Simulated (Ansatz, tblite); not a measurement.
Cost and result up the ladder for cyclo-(H2SnO)2 (Sn₂O₂H₄) (8 atoms). The state is a singlet with charge 0. Geometry: B3LYP-D4/def2-SVP.

```tsv
atom	x (Å)	y (Å)	z (Å)
Sn1	1.087	0.999	-0.208
H2	2.509	0.647	-1.109
H3	1.017	2.592	0.435
O4	-0.616	0.433	-1.141
Sn5	-1.087	-0.999	0.208
H6	-1.017	-2.592	-0.435
H7	-2.509	-0.647	1.109
O8	0.616	-0.433	1.141
```

Ansatz on 4 threads of Arm Neoverse V2 on a shared host; xTB runs through tblite on one thread. Times are rough, summed over both states, and most runs start from the orbitals of an earlier one. PBE0-D4/def2-TZVP serves as the yardstick here, not as an exact answer. The other state is a triplet.

In the def2 sets Sn takes a core potential; there is no spin–orbit coupling. The xTB rows come from tblite.

xTB has no spin-polarisation term.

```csv
level,functions,wall time
GFN2-xTB,30,0.007 s
GFN1-xTB,34,0.009 s
PBE-D4/def2-TZVP,186,7.1 s
PBE0-D4/def2-TZVP,186,17 s
r2SCAN-D4/def2-TZVP (with forces),186,26 s
```

Q: Estimate what each level gives for the vertical triplet (eV).

A: 
| level | vertical triplet (eV) | difference from PBE0-D4/def2-TZVP (eV) |
| --- | --- | --- |
| GFN2-xTB | 4.16 | -0.55 |
| GFN1-xTB | 5.38 | 0.67 |
| PBE-D4/def2-TZVP | 4.22 | -0.48 |
| PBE0-D4/def2-TZVP | 4.71 | 0.00 |
| r2SCAN-D4/def2-TZVP (with forces) | 4.51 | -0.19 |
